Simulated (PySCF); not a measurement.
**Be²⁺ (beryllium, charge +2): PBE calculation**

Configuration: 1s2, closed-shell 1S. All numbers are calculated (PySCF 2.14, no relativity, point nucleus, in pcseg-2 (4s2p1d, 15 functions)).

| Property | Result |
| --- | --- |
| Total energy | -13.6189 hartree |
| One-electron energy | -15.8658 hartree |
| Hartree (Coulomb) energy | 4.5138 hartree |
| Exchange-correlation energy | -2.2669 hartree |
| Kinetic energy | 13.49400 hartree |
| ⟨S²⟩ | 0.0000 |
| ⟨L²⟩ | 0.000 |
| Sum of ⟨r⟩ | 0.8378 bohr |
| Sum of ⟨r²⟩ | 0.4770 bohr² |
| Density at the nucleus (Gaussians lack the cusp) | 33.0 bohr⁻³ |
| Langevin diamagnetic susceptibility | -0.378 ×10⁻⁶ cm³/mol |
| Time after the integrals | 0.02 s of wall time on 1 thread of Neoverse-V2 (shared host) |

```
shell  electrons  mean orbital energy (eV)  rms radius, mean of both spins (bohr)
   1s          2                   -132.43                                  0.488
```
